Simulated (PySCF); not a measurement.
**Diatomic cations of Be with group 13**

PBE with triple-zeta basis sets in PySCF, for the lowest determinant that a PBE0 search found; no spin–orbit coupling. De refers to high-spin ground-configuration atoms (the charge goes to the atom of lower measured ionisation energy or higher electron affinity, which is not always the lowest computed limit). A positive dipole points towards Be; it is taken about the centre of mass and depends on that origin.

| M | basis | charged atom | state (unpaired electrons) | Re (Å) | ωe (cm⁻¹) | De (eV) | μ (D) |
| --- | --- | --- | --- | --- | --- | --- | --- |
| B | def2-TZVP | B+ | singlet (closed shell) | 2.217 | 466 | 2.40 | 2.82 |
| Al | def2-TZVP | Al+ | singlet (closed shell) | 2.782 | 270 | 0.89 | 2.15 |
| Ga | pcseg-2 | Ga+ | singlet (closed shell) | 2.794 | 237 | 0.85 | 3.90 |

The shortest bond is that of BeB⁺ (2.217 Å), the longest that of BeGa⁺ (2.794 Å).

The rows differ in basis set, which adds steps of its own.

Down a group the atoms grow and get heavier, so bonds lengthen and wavenumbers fall; this series shows no clear exception.

Closed-shell solutions of metal pairs were not tested for spin polarisation, which can lower them a little. For an ion De counts to the pair picked by the measured ionisation energies or electron affinities, which need not be the lowest pair at this level.
